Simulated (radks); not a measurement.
Q: The silver ion Ag3+, 44 electrons, occupied as [Kr] 4d7 5d1 (not the ground configuration). Method: scalar-relativistic Kohn-Sham, PBEsol, spin-polarised, spherical densities, finite nucleus; open shells are filled with parallel spins first (spin-orbit coupling, left out, can overturn this in heavy ions); Fermi nuclear charge, rms radius 4.5454 fm; computed with a radial shooting solver on a logarithmic mesh with Libxc functionals. Some entries of the table are withheld. Estimate them.

| orbital | occ. | eigenvalue (eV) | r(max) (bohr) | <r^2> (bohr^2) |
|---|---|---|---|---|
| 1s up | 1 | -25364.40 | 0.02017 | 0.001309 |
| 1s down | 1 | -25364.40 | 0.02017 | 0.001309 |
| 2s up | 1 | -3777.599 | 0.1140 | 0.02148 |
| 2s down | 1 | -3776.920 | 0.1140 | 0.02148 |
| 2p up | 3 | -3394.198 | 0.09116 | 0.01692 |
| 2p down | 3 | -3393.675 | 0.09115 | 0.01692 |
| 3s up | 1 | -732.5986 | 0.3327 | 0.1556 |
| 3s down | 1 | -732.2161 | 0.3328 | 0.1555 |
| 3p up | 3 | -606.7283 | 0.3259 | 0.1571 |
| 3p down | 3 | -606.2979 | 0.3259 | 0.1569 |
| 3d up | 5 | -408.1731 | 0.2736 | 0.1425 |
| 3d down | 5 | -407.5391 | 0.2737 | 0.1423 |
| 4s up | 1 | -143.8042 | 0.8197 | 0.9189 |
| 4s down | 1 | -141.2064 | 0.8183 | 0.9166 |
| 4p up | 3 | -106.7271 | 0.8710 | (1) |
| 4p down | 3 | -104.0633 | 0.8694 | (2) |
| 4d up | 5 | -52.7212 | 0.9982 | 1.694 |
| 4d down | 2 | -50.0795 | 0.9970 | 1.715 |
| 5s up | 0 | -36.2963 | 2.012 | 5.599 |
| 5s down | 0 | -34.5751 | 2.032 | 5.661 |
| 5p up | 0 | (3) | 2.327 | 7.602 |
| 5p down | 0 | (4) | 2.351 | 7.567 |
| 5d up | 1 | -17.1707 | 3.269 | 14.08 |

A: 
(1) 4p up <r^2> (bohr^2): 1.090
(2) 4p down <r^2> (bohr^2): 1.089
(3) 5p up eigenvalue (eV): -27.8578
(4) 5p down eigenvalue (eV): -26.2565
